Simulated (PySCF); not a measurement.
Compound: dibromosilane, Br2H2Si.
SMILES: `Br[SiH2]Br`

Method used: TDDFT PBE0/def2-SVPD, vertical, gas phase, core orbitals frozen in the response in PySCF 2.14.0, density-fitted response routines. Isolated species at its PBE0-D3(BJ)/def2-SVP geometry, gas phase. Relativistic effects, spin–orbit coupling among them, are left out although an element past zinc is present.

Q: Predict the UV-vis stick spectrum at this level.

A: 

```
state  E (eV)  ν̃ (cm⁻¹)       f  symmetry  main configurations (H = HOMO, L = LUMO)
   S1    6.36      51280   0.015  B1 or B2                                 H→L (98%)
   S2    6.54      52720   0.045  B1 or B2                               H-1→L (91%)
   S3    6.64      53520  0.0000         –                   H-2→L (90%), H→L+1 (9%)
   S4    6.88      55480   0.028        A1                H-3→L (77%), H-1→L+1 (21%)
   S5    6.90      55670  0.0000         –                   H→L+1 (89%), H-2→L (9%)
   S6    7.04      56800  0.0052        A1                H-1→L+1 (76%), H-3→L (22%)
   S7    7.26      58570   0.017  B1 or B2                             H-2→L+1 (98%)
   S8    7.58      61170   0.036  B1 or B2                             H-3→L+1 (82%)
   S9    7.67      61890  0.0022  B1 or B2                               H→L+2 (98%)
  S10    7.73      62360   0.062  B1 or B2                             H-1→L+2 (92%)
```

Triplets, Tamm–Dancoff:

| state | E (eV) | λ (nm) | main configurations (H = HOMO, L = LUMO) |
| --- | --- | --- | --- |
| T1 | 5.95 | 208.2 | H-1→L (96%) |
| T2 | 5.98 | 207.3 | H→L (93%) |
| T3 | 6.21 | 199.5 | H-2→L (73%), H→L+1 (24%) |
| T4 | 6.40 | 193.8 | H-3→L (76%), H-1→L+1 (21%) |

The lowest singlet lies at 6.36 eV (195 nm, vacuum ultraviolet) and is weak; its leading configuration is HOMO→LUMO (98%). The strongest level in the table is S10 at 7.73 eV (160 nm, f = 0.062). It is the last of those listed, so stronger ones may follow. Löwdin shares by element: HOMO (one of a set within 0.03 eV) bromine 72%, silicon 14%, hydrogen 7% or more; LUMO bromine 58%, silicon 28%, hydrogen 7% or more. Of the 10 states listed, 6 reach f = 0.01 and 2 stay under 0.0005. The listed states span 1.37 eV, and the widest gap between neighbours is 0.32 eV (S7 to S8). Weighted by f, the mean energy of these states is 7.18 eV. No computed singlet lies in the visible range (380 to 750 nm); the lowest, at 195 nm, stands 3.09 eV above its violet end (3.26 eV). The vertical ionisation energy (ΔSCF) is 10.68 eV, 2.95 eV above S10. Symmetry labels in C2v follow from the direction of the transition dipole and are given only for states with f of 0.002 or more; B1 and B2 swap with the choice of axes. Only the lowest 10 singlets were computed, as vertical energies without vibronic structure.
